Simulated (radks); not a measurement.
Task: The mean radii <r> (bohr) of the occupied orbitals of an atom or ion are listed with their occupations. Calculated with a radial shooting solver on a logarithmic mesh with Libxc functionals: Dirac Kohn-Sham, revPBE, spin-unpolarised, spherical densities, finite nucleus; Fermi nuclear charge, rms radius of each element as measured or else 0.836 A^(1/3) + 0.57 fm.

orbital  occ.      <r>
1s1/2       2  0.05212
2s1/2       2   0.2349
2p1/2       2   0.2041
2p3/2       4   0.2074
3s1/2       1   0.6987
3p1/2       2   0.7196
3p3/2       4   0.7289
3d3/2       4   0.8085
3d5/2       4   0.8123
4s1/2       1    1.995

Name the element and its charge. Open shells, if any, fill j = l - 1/2 first.

Result: Z = 29, copper, charge +3: Cu3+ in [Ne] 3s1 3p6 3d8 4s1. The 1s radius gives Z: for a bare nucleus <r> = (2 gamma + 1)/(2Z) with gamma = sqrt(1 - (Z/c)^2), 0.05094 bohr for Z = 29, and screening makes it slightly larger (0.05212 here). The occupations add up to 26, and the charge is Z minus that.
